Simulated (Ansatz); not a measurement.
`C=NC[SiH2]C` + H₂ → `C=NC[SiH3]` + CH₄ at 700 K and 1 bar (hydrogenolysis of the Si–C bond).

Gas-phase electronic energies from Ansatz, PBE0-D4/def2-TZVP geometries. CBS: MP2 limit from def2 TZ/QZ plus the TZ coupled-cluster correction, frozen cores. This one scheme is used for every species. Each species was taken in one conformer, which may not be the lowest.

```tsv
species	CCSD(T)/CBS energy (Eh)	H − E (kJ/mol)	S (J/(mol·K))
`C=NC[SiH2]C`	-463.33298	384.9	491.1
H₂	-1.17544	46.8	155.3
`C=NC[SiH3]`	-424.05510	289.8	424.0
CH₄	-40.46206	145.9	224.0
```

H − E and S are ideal-gas, rigid-rotor, harmonic terms from PBE0-D4/def2-TZVP, for one conformer and one mirror image of each species. For small species the MP2-based limit differs from directly extrapolated CCSD(T) by up to some mEh (0.8 for H₂); such offsets cancel only in part. 1 Eh = 2625.50 kJ/mol, R = 8.31446 J/(mol·K).

Task: By hand: ΔE, ΔH, ΔS and ΔG.

Result: ΔE = (-424.05510) + (-40.46206) − (-463.33298) − (-1.17544) = -0.00874 Eh = -22.9 kJ/mol. Δ(H − E) = 289.8 + 145.9 − 384.9 − 46.8 = 4.0, so ΔH = -18.9 kJ/mol. ΔS = 424.0 + 224.0 − 491.1 − 155.3 = 1.6 J/(mol·K). ΔG = -18.9 − 700 × (1.6)/1000 = -20.0 kJ/mol.

Task: By hand: the equilibrium constant, and the temperature at which ΔG would vanish if ΔH and ΔS stayed fixed.

Result: log₁₀ K = −ΔG/(RT ln 10) = 1.5. ΔH and −TΔS have one sign here, so there is no such temperature.

The number of gas molecules stays the same, so ΔS is small and ΔH decides. A doubt of 5 kJ/mol in ΔE shifts log₁₀ K by 0.4 here. Other conformers and mirror images would add mixing entropy, several J/(mol·K) or more a flexible species. These are equilibria of isolated gas molecules and say nothing of rates. Largest T1 diagnostic: 0.012 (customary marks: 0.02 for closed shells, 0.045 for open ones).

ΔS is within the doubt of such terms, so its sign, and with it that verdict, could turn.
